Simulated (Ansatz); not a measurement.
Isolated molecules relaxed with PBE0-D4/def2-TZVP in Ansatz; ΔE leaves out vibrations. CCSD(T)/CBS is the MP2 limit (def2-TZVPP, def2-QZVPP) plus CCSD(T) − MP2 in def2-TZVPP, frozen cores. This one scheme is used for every species. Functionals use def2-TZVPP. HSE06 is defined as in plane-wave codes. For Ga, Ge outer-core shells are correlated without core-valence functions, which leaves a few kJ/mol of doubt a bond. Scalar relativity is left out up to krypton. One conformer a species, not always the lowest.

Reaction (cleavage of the B–Ga bond): `O[BH][GaH][GeH3]` + `N#CO` → `N#COBO` + `[GaH2][GeH3]`

```tsv
level	ΔE (kJ/mol)	difference from CCSD(T)/CBS
LDA (SPW92)	-143.5	-0.7
revPBE-D4	-132.0	10.8
r2SCAN0-D4	-150.7	-7.9
ωB97X-V	-147.4	-4.6
ωB97M-V	-148.8	-6.0
B2PLYP	-150.5	-7.7
PBE	-133.6	9.2
PBE0	-140.6	2.2
r2SCAN0	-151.1	-8.3
HSE06	-140.5	2.3
CAM-B3LYP	-155.6	-12.8
RPA@PBE/def2-TZVPP	-141.3	1.5
CCSD/def2-TZVPP	-147.8	-5.0
HF/def2-QZVPP	-172.6	-29.8
HF/CBS(def2)	-172.8	-30.0
CCSD/CBS(def2)	-145.2	-2.4
CCSD(T)/CBS	-142.8	0
```

Largest T1 diagnostic among the species: 0.015.

At CCSD(T), def2-SVP lies −17.4 kJ/mol from the extrapolated value and def2-TZVPP −2.7 kJ/mol. Leaving LDA and LC-ωPBE aside and taking each functional with its dispersion term where it has one, the values, not all of them listed here, spread over 26.4 kJ/mol, from B97M-V to revPBE-D4. LDA lies −10.0 kJ/mol from PBE without D4. From r2SCAN to r2SCAN0 (25 % exact exchange), in def2-TZVPP and without D4, ΔE moves by −3.1 kJ/mol.
